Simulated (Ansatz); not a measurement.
`C=C(F)O[SiH2]C` at its PBE0-D4/def2-TZVP geometry, where that method's forces vanish. The species carries charge 0 and has multiplicity 1.

```xyz
13

C     1.6546   -1.0190    1.9561
C     0.7001   -0.4659    1.2284
F     0.2035    0.7435    1.5450
O     0.1271   -0.9750    0.1537
Si   -1.1114   -0.3052   -0.7595
C    -0.5677    1.2476   -1.6163
H     2.0354   -1.9910    1.6847
H     2.0457   -0.4978    2.8156
H    -1.4158   -1.3858   -1.7251
H    -2.2859   -0.0593    0.1138
H     0.3179    1.0662   -2.2295
H    -0.3376    2.0339   -0.8950
H    -1.3657    1.6077   -2.2719
```

Q: What forces (eV/Å) does ωB97M-V/def2-TZVPP give on these atoms in Ansatz? (An estimate is asked.)

A: The calculation gave: 
```
C1   0.011 -0.006  0.009
C2   0.337 -0.186  0.264
F3  -0.126  0.245  0.027
O4  -0.083 -0.132 -0.213
Si5 -0.223 -0.037 -0.078
C6   0.010  0.021 -0.007
H7  -0.039  0.073  0.007
H8  -0.039 -0.025 -0.064
H9   0.033  0.131  0.110
H10  0.137 -0.025 -0.096
H11 -0.062  0.014  0.044
H12 -0.014 -0.052 -0.051
H13  0.059 -0.022  0.047
```
